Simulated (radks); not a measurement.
Question: Ta3+, 70 electrons, occupied as [Kr] 4d10 4f14 5s2 5d(up 1.5, down 1.5) 5p(up 3, down 2) (fractional occupations, a model configuration). All-electron calculation, scalar-relativistic Kohn-Sham, PBE, spin-polarised, spherical densities, finite nucleus; Fermi nuclear charge, rms radius 5.3507 fm. Program: a radial shooting solver on a logarithmic mesh with Libxc functionals. Some entries of the table are withheld. Estimate them.

orbital  occ.  eigenvalue (Ry)  <1/r> (bohr^-1)
1s up       1        -4952.260            85.40
1s down     1        -4952.253            85.40
2s up       1        -852.8196            19.96
2s down     1        -852.8159            19.96
2p up       3        -747.8188            18.15
2p down     3        -747.8129            18.15
3s up       1        -197.1405            7.388
3s down     1        -197.1367            7.388
3p up       3        -165.8947            6.836
3p down     3        -165.8903            6.836
3d up       5        -129.3892            6.463
3d down     5        -129.3845            6.463
4s up       1        -42.03176            3.134
4s down     1        -42.02397            3.134
4p up       3        -31.78039            2.850
4p down     3        -31.77215            2.851
4d up       5        -18.64403            2.531
4d down     5        -18.63335            2.532
5s up       1         -7.64104            1.221
5s down     1         -7.57229            1.222
5p up       3         -5.12769            1.033
5p down     2         -5.05830            1.032
4f up       7         -4.12169              (1)
4f down     7         -4.09998              (2)
5d up     1.5              (3)           0.7160
5d down   1.5              (4)           0.7078

Answer: 
(1) 4f up <1/r> (bohr^-1): 2.008
(2) 4f down <1/r> (bohr^-1): 2.013
(3) 5d up eigenvalue (Ry): -2.26606
(4) 5d down eigenvalue (Ry): -2.21725
